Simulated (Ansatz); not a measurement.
The cluster Hf₃Si₂. The state is a singlet with charge 0. Geometry PBE-D4/def2-SVP.

Cartesian coordinates in Å:
```
Hf -0.262 -1.228 -1.064
Hf -2.157 0.355 0.223
Hf 0.189 -0.161 1.628
Si 0.204 1.272 -0.542
Si 2.026 -0.237 -0.245
```

In the def2 sets Hf takes a core potential; there is no spin–orbit coupling. The restricted singlet is unstable towards broken spin symmetry in Hartree–Fock (as tested in another run); at PBE-D4/def2-TZVP, r2SCAN-D4/def2-TZVP, PBE0-D4/def2-TZVP, BHLYP-D4/def2-TZVP and others this wasn't settled. No other spin state of charge 0 was run. Another isomer (triplet) lies 1.83 eV lower at PBE0-D4/def2-TZVP; other spin states weren't run for this one.

Estimate the orbital energies around the gap (eV) in Ansatz with PBE-D4/def2-TZVP, r2SCAN-D4/def2-TZVP, PBE0-D4/def2-TZVP, BHLYP-D4/def2-TZVP, CAM-B3LYP-D4/def2-TZVP.


```csv
orbital,PBE-D4/def2-TZVP,r2SCAN-D4/def2-TZVP,PBE0-D4/def2-TZVP,BHLYP-D4/def2-TZVP,CAM-B3LYP-D4/def2-TZVP
HOMO−5,-5.43,-5.50,-6.19,-6.76,-7.18
HOMO−4,-4.64,-4.71,-5.30,-5.80,-6.20
HOMO−3,-4.34,-4.36,-4.94,-5.40,-5.80
HOMO−2,-4.01,-4.05,-4.61,-5.07,-5.48
HOMO−1,-3.86,-3.90,-4.44,-4.89,-5.30
HOMO,-3.37,-3.41,-4.04,-4.59,-4.97
LUMO,-3.14,-2.95,-2.42,-1.66,-1.50
LUMO+1,-2.92,-2.76,-2.11,-1.40,-1.23
LUMO+2,-2.58,-2.47,-2.02,-1.17,-1.02
LUMO+3,-2.37,-2.22,-1.65,-0.84,-0.69
LUMO+4,-2.15,-2.00,-1.45,-0.81,-0.64
LUMO+5,-2.04,-1.91,-1.43,-0.70,-0.54
```
